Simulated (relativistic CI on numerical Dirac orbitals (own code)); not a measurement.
Method of calculation: Dirac-Coulomb-Breit CI, KLI orbitals optimised for each configuration, QED by a radiative potential, unscaled Slater integrals (own radial code, finite nucleus).

The strongest absorption lines from the ground level of an ion, among the configurations computed and to levels below about 560 eV (vacuum wavelength in nm, gf): 2.5069 (3.3), 2.5560 (0.34), 2.5738 (0.42), 7.4812 (3.1), 7.6234 (1.1), 8.0257 (0.19), 8.3869 (2.1), 8.6680 (0.37).

Question: Which ion is it?
A. Mo23+
B. Zr21+
C. Kr17+
D. Sr19+

Answer: B. Zr21+ has 19 electrons and the ground level 3s²3p⁶3d ²D3/2; the strongest line goes to 3s²3p⁶4f ²F°5/2. The pattern of lines fixes the number of electrons, and along that sequence the line energies rise steadily with the charge (about as its square where n changes within one kind of shell, about linearly where n is kept but much faster in heavy ions where fine structure, which grows about as Z⁴, sets the gap, and irregularly where shells cross), which fixes Z. Configurations outside the model, such as inner-shell arrays, can give stronger lines. At this charge energies of transitions that change n are usually good to better than 1 %, and those within a shell (Δn = 0) to a few per cent.

LS names give the leading component of a level, which can be under half, so a name can repeat, a term be missing and a line seem to break the LS rules.
